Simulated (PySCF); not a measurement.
# Computed records: GeH₅O₂Si, AlGeH₃NO, ClGeH₂O₂, GeH₄O₂Si and others

All values are calculated (PySCF 2.14.0). Calculation on a computer-drawn molecule: optimised geometry and harmonic frequencies of an isolated molecule of the commonest isotopes, restricted reference for singlets and unrestricted otherwise, frozen core in MP2; on germanium a core potential holds 10 electrons, which the energies leave out, and 3d is frozen in MP2 and coupled-cluster steps.

Common to all runs: basis cc-pV(D+d)Z; basis and core potential on germanium cc-pVDZ-PP ECP10MDF.

(1) GeH₅O₂Si

Start structure:
```xyz
9
GeH5O2Si
O      1.1752    -1.9740     2.5015
Ge     1.2556    -1.5899     0.7230
O      0.9087    -3.1756    -0.0737
Si    -0.3533    -0.3366    -0.1461
H      0.3555    -2.1729     2.8587
H      2.8550    -1.5128     0.6651
H      1.3109    -4.0001     0.2624
H     -0.5072    -0.4628    -1.6019
H     -0.1370     1.1351     0.2192
```

* charge: 0
* multiplicity: 2
* method: HF
* rotational constants: 5.38, 2.585, 2.012 GHz
* total energy: -734.9647 hartree
* spin squared: 0.7574
* convergence status largest gradient component: 2.323e-05 hartree/bohr

Drawn bonds:
| atom | other atom | order |
| --- | --- | --- |
| 1 | 2 | 1 |
| 2 | 3 | 1 |
| 2 | 4 | 1 |
| 1 | 5 | 1 |
| 2 | 6 | 1 |
| 3 | 7 | 1 |
| 4 | 8 | 1 |
| 4 | 9 | 1 |

Optimised structure:
```xyz
9
GeH5O2Si
O      1.1662    -1.8793     2.5090
Ge     1.2747    -1.7697     0.7371
O      0.8622    -3.3491     0.0299
Si    -0.3643    -0.2771    -0.1612
H      0.3120    -2.1092     2.8461
H      2.7514    -1.4562     0.5055
H      1.4490    -4.0563     0.2593
H     -0.4059    -0.3041    -1.6406
H     -0.1817     1.1113     0.3233
```

Modes:
| frequency (cm⁻¹) | reduced mass (dalton) |
| --- | --- |
| 108.4 | 1.15 |
| 138.4 | 4.034 |
| 181.4 | 4.101 |
| 228.1 | 1.869 |
| 245.6 | 1.281 |
| 343.1 | 1.706 |
| 377.4 | 7.465 |
| 561.6 | 1.113 |
| 594.2 | 1.171 |
| 718.5 | 2.966 |
| 737.9 | 8.74 |
| 767.9 | 1.42 |
| 813.5 | 1.1 |
| 951.1 | 1.137 |
| 960.8 | 1.101 |
| 994.4 | 1.075 |
| 2244 | 1.02 |
| 2303 | 1.031 |
| 2320 | 1.052 |
| 4144 | 1.067 |
| 4153 | 1.067 |

(2) AlGeH₃NO

Start structure:
```xyz
7
AlGeH3NO
O      1.3908    -0.8727    -0.3355
Ge     0.9973     0.5368    -1.1145
N     -0.5627     1.0232    -1.7624
Al    -2.1810     0.8222    -2.1750
H      0.8950    -1.6885    -0.1405
H      2.2266     1.3507    -1.1969
H     -3.7158     0.6772    -2.5945
```

* charge: 1
* multiplicity: 1
* method: HF
* rotational constants: 18.29, 1.626, 1.493 GHz
* total energy: -666.1297 hartree
* convergence status largest gradient component: 2.36e-05 hartree/bohr

Drawn bonds:
| atom | other atom | order |
| --- | --- | --- |
| 1 | 2 | 1 |
| 2 | 3 | 2 |
| 3 | 4 | 1 |
| 1 | 5 | 1 |
| 2 | 6 | 1 |
| 4 | 7 | 1 |

Optimised structure:
```xyz
7
AlGeH3NO
O      1.5784    -0.8903    -0.2905
Ge     0.9396     0.4711    -1.1177
N     -0.6662     0.5636    -1.6265
Al    -2.2012     0.8136    -2.1882
H      1.0126    -1.6313    -0.1056
H      2.0230     1.4961    -1.2874
H     -3.6360     1.0260    -2.7033
```

Modes:
| frequency (cm⁻¹) | reduced mass (dalton) |
| --- | --- |
| 90.94 | 5.556 |
| 122.7 | 4.791 |
| 279.7 | 6.423 |
| 439.3 | 1.271 |
| 462 | 1.177 |
| 469.4 | 1.224 |
| 536.7 | 15.57 |
| 599.3 | 1.078 |
| 784.2 | 1.082 |
| 839.5 | 10.27 |
| 948 | 1.132 |
| 1351 | 13.08 |
| 2173 | 1.052 |
| 2389 | 1.021 |
| 4112 | 1.068 |

(3) AlGeH₃NO

Start structure:
```xyz
7
AlGeH3NO
O      1.5784    -0.8903    -0.2905
Ge     0.9396     0.4711    -1.1177
N     -0.6662     0.5636    -1.6265
Al    -2.2012     0.8136    -2.1882
H      1.0126    -1.6313    -0.1056
H      2.0230     1.4961    -1.2874
H     -3.6360     1.0260    -2.7033
```

- charge: 1
- multiplicity: 1
- method: MP2
- rotational constants: 21.17, 1.567, 1.459 GHz
- total energy: -666.6164 hartree
- convergence status largest gradient component: 2.635e-05 hartree/bohr

Drawn bonds:
| atom | other atom | order |
| --- | --- | --- |
| 1 | 2 | 1 |
| 2 | 3 | 2 |
| 3 | 4 | 1 |
| 1 | 5 | 1 |
| 2 | 6 | 1 |
| 4 | 7 | 1 |

Optimised structure:
```xyz
7
AlGeH3NO
O      1.7167    -0.8715    -0.2599
Ge     0.8921     0.4172    -1.1059
N     -0.7723     0.3164    -1.5402
Al    -2.2187     0.8647    -2.2173
H      1.1565    -1.6432    -0.0583
H      1.8828     1.5368    -1.3471
H     -3.6069     1.2284    -2.7906
```

Modes:
| frequency (cm⁻¹) | reduced mass (dalton) |
| --- | --- |
| 61.09 | 6.577 |
| 68.13 | 6.769 |
| 232.9 | 7.324 |
| 402.8 | 1.338 |
| 414.5 | 1.135 |
| 421.8 | 1.156 |
| 523.2 | 15.1 |
| 567.8 | 1.046 |
| 729.9 | 1.044 |
| 795.5 | 15.13 |
| 932.3 | 1.117 |
| 1236 | 13.22 |
| 2118 | 1.051 |
| 2293 | 1.021 |
| 3790 | 1.067 |

(4) AlGeH₃NO

Start structure:
```xyz
7
AlGeH3NO
O     -1.0259    -3.4002     3.2392
Ge    -1.4739    -2.2033     1.9855
N     -0.2460    -0.9766     1.5982
Al     1.2715    -0.3869     1.6455
H     -0.6042    -3.0937     4.0112
H     -1.8030    -3.3160     0.7966
H      2.7748    -0.0191     1.9398
```

- charge: 0
- multiplicity: 2
- method: HF
- rotational constants: 13.12, 1.637, 1.469 GHz
- total energy: -666.3153 hartree
- spin squared: 0.7594
- convergence status largest gradient component: 1.671e-05 hartree/bohr

Drawn bonds:
| atom | other atom | order |
| --- | --- | --- |
| 1 | 2 | 1 |
| 2 | 3 | 1 |
| 3 | 4 | 2 |
| 1 | 5 | 1 |
| 2 | 6 | 1 |
| 4 | 7 | 1 |

Optimised structure:
```xyz
7
AlGeH3NO
O     -1.3937    -3.4541     3.3264
Ge    -1.4419    -2.2482     1.9969
N      0.1303    -1.3922     1.9056
Al     1.4347    -0.4476     1.7052
H     -0.7774    -3.2178     4.0051
H     -1.7459    -3.0915     0.7316
H      2.6873     0.4556     1.5452
```

Modes:
| frequency (cm⁻¹) | reduced mass (dalton) |
| --- | --- |
| 77.83 | 6.551 |
| 97.42 | 3.474 |
| 143.2 | 1.531 |
| 286.7 | 4.056 |
| 455.2 | 1.163 |
| 468.9 | 2.905 |
| 474.2 | 1.671 |
| 693.6 | 1.612 |
| 711.1 | 2.706 |
| 746 | 1.076 |
| 940.1 | 1.125 |
| 1325 | 12.59 |
| 2076 | 1.021 |
| 2114 | 1.054 |
| 4150 | 1.067 |

(5) ClGeH₂O₂

Start structure:
```xyz
6
ClGeH2O2
O     -1.7397     0.4591    -0.5453
Ge    -3.2604     0.0874     0.4377
O     -4.4629    -0.0359    -0.8389
Cl    -2.9782    -1.9567     1.1621
H     -0.8163     0.4184    -0.0658
H     -4.1351     0.4272    -1.6236
```

- charge: 0
- multiplicity: 2
- method: HF
- rotational constants: 6.011, 2.82, 2.183 GHz
- total energy: -903.8426 hartree
- spin squared: 0.7592
- convergence status largest gradient component: 2.392e-05 hartree/bohr

Drawn bonds:
| atom | other atom | order |
| --- | --- | --- |
| 1 | 2 | 1 |
| 2 | 3 | 1 |
| 2 | 4 | 1 |
| 1 | 5 | 1 |
| 3 | 6 | 1 |

Optimised structure:
```xyz
6
ClGeH2O2
O     -1.7405     0.5557    -0.4709
Ge    -3.1956     0.0740     0.4066
O     -4.4689     0.1228    -0.8029
Cl    -2.9284    -1.9624     1.1415
H     -0.9140     0.3286    -0.0661
H     -4.1452     0.2808    -1.6820
```

Modes:
| frequency (cm⁻¹) | reduced mass (dalton) |
| --- | --- |
| 144.9 | 2.896 |
| 200.9 | 2.509 |
| 224.5 | 1.326 |
| 254.8 | 8.16 |
| 271.7 | 1.72 |
| 410 | 32.39 |
| 741.8 | 13.3 |
| 760.6 | 14.41 |
| 917 | 1.096 |
| 945.5 | 1.141 |
| 4112 | 1.067 |
| 4143 | 1.067 |

(6) ClGeH₂O₂

Start structure:
```xyz
6
ClGeH2O2
O     -1.7405     0.5557    -0.4709
Ge    -3.1956     0.0740     0.4066
O     -4.4689     0.1228    -0.8029
Cl    -2.9284    -1.9624     1.1415
H     -0.9140     0.3286    -0.0661
H     -4.1452     0.2808    -1.6820
```

* charge: 0
* multiplicity: 2
* method: MP2
* rotational constants: 5.874, 2.764, 2.133 GHz
* total energy: -904.4328 hartree
* spin squared: 0.7609
* convergence status largest gradient component: 3.822e-05 hartree/bohr

Drawn bonds:
| atom | other atom | order |
| --- | --- | --- |
| 1 | 2 | 1 |
| 2 | 3 | 1 |
| 2 | 4 | 1 |
| 1 | 5 | 1 |
| 3 | 6 | 1 |

Optimised structure:
```xyz
6
ClGeH2O2
O     -1.7378     0.5753    -0.5124
Ge    -3.1994     0.0607     0.4067
O     -4.5081     0.0934    -0.8180
Cl    -2.9092    -1.9683     1.1747
H     -0.9270     0.3060    -0.0512
H     -4.1111     0.3323    -1.6737
```

Modes:
| frequency (cm⁻¹) | reduced mass (dalton) |
| --- | --- |
| 112 | 2.718 |
| 186.8 | 4.797 |
| 217.5 | 1.19 |
| 231.3 | 8.839 |
| 251.3 | 1.5 |
| 403.3 | 33.98 |
| 698.1 | 14.28 |
| 718.3 | 15.38 |
| 888.1 | 1.086 |
| 925.6 | 1.125 |
| 3802 | 1.066 |
| 3832 | 1.067 |

(7) GeH₄O₂Si

Start structure:
```xyz
8
GeH4O2Si
O     -2.2103    -0.0317    -1.7064
Ge    -2.5734    -0.5189    -0.0008
O     -1.0317    -1.3050     0.4756
Si     0.4773    -1.9347     0.7058
H     -1.4465    -0.1473    -2.1988
H      1.2349    -1.6760    -0.5180
H      1.1098    -1.1509     1.7561
H      0.2804    -3.2646     0.9561
```

* charge: 0
* multiplicity: 1
* method: HF
* rotational constants: 9.307, 1.773, 1.516 GHz
* total energy: -734.4666 hartree
* convergence status largest gradient component: 1.302e-05 hartree/bohr

Drawn bonds:
| atom | other atom | order |
| --- | --- | --- |
| 1 | 2 | 1 |
| 2 | 3 | 1 |
| 3 | 4 | 1 |
| 1 | 5 | 1 |
| 4 | 6 | 1 |
| 4 | 7 | 1 |
| 4 | 8 | 1 |

Optimised structure:
```xyz
8
GeH4O2Si
O     -2.0485    -0.1072    -1.6869
Ge    -2.6419    -0.4805    -0.0545
O     -1.1792    -1.2625     0.6299
Si     0.3560    -1.8273     0.6307
H     -1.1616    -0.3431    -1.9264
H      1.0060    -1.5638    -0.6784
H      1.1460    -1.1579     1.6864
H      0.3637    -3.2868     0.8688
```

Modes:
| frequency (cm⁻¹) | reduced mass (dalton) |
| --- | --- |
| 53.12 | 1.107 |
| 62.51 | 5.032 |
| 79.88 | 5.086 |
| 284.3 | 5.387 |
| 452.9 | 8.492 |
| 477.9 | 1.133 |
| 721.4 | 12.12 |
| 789 | 1.217 |
| 793.1 | 1.186 |
| 847.1 | 1.183 |
| 1023 | 7.718 |
| 1040 | 1.063 |
| 1041 | 1.055 |
| 1094 | 1.166 |
| 2279 | 1.046 |
| 2313 | 1.052 |
| 2327 | 1.023 |
| 4132 | 1.067 |

(8) ClGeH₃OSi

Start structure:
```xyz
7
ClGeH3OSi
O      1.1328     0.2705    -1.3538
Ge    -0.5901     0.2350    -1.3094
Si    -0.8812     1.0618     1.0450
Cl     1.1144     1.3016     1.7135
H      1.7038     0.4965    -0.5954
H     -1.4684     0.1921     2.1043
H     -1.4753     2.3351     1.3230
```

* charge: 0
* multiplicity: 1
* method: HF
* rotational constants: 5.242, 1.328, 1.072 GHz
* total energy: -1118.4875 hartree
* convergence status largest gradient component: 3.85e-05 hartree/bohr

Drawn bonds:
| atom | other atom | order |
| --- | --- | --- |
| 1 | 2 | 1 |
| 2 | 3 | 1 |
| 3 | 4 | 1 |
| 1 | 5 | 1 |
| 3 | 6 | 1 |
| 3 | 7 | 1 |

Optimised structure:
```xyz
7
ClGeH3OSi
O      1.1307     0.2356    -1.3886
Ge    -0.6392     0.2395    -1.2827
Si    -0.7960     1.0704     1.1101
Cl     1.1490     1.3508     1.8677
H      1.6453     0.5042    -0.6373
H     -1.4678     0.1169     2.0229
H     -1.4860     2.3752     1.2351
```

Modes:
| frequency (cm⁻¹) | reduced mass (dalton) |
| --- | --- |
| 49.33 | 5.374 |
| 115.3 | 13.57 |
| 239 | 9.394 |
| 293.2 | 8.618 |
| 362 | 1.174 |
| 525.7 | 15.4 |
| 588.6 | 1.11 |
| 728.7 | 1.047 |
| 738 | 11.82 |
| 863.5 | 1.134 |
| 946.8 | 1.096 |
| 1017 | 1.056 |
| 2301 | 1.03 |
| 2306 | 1.052 |
| 4107 | 1.067 |
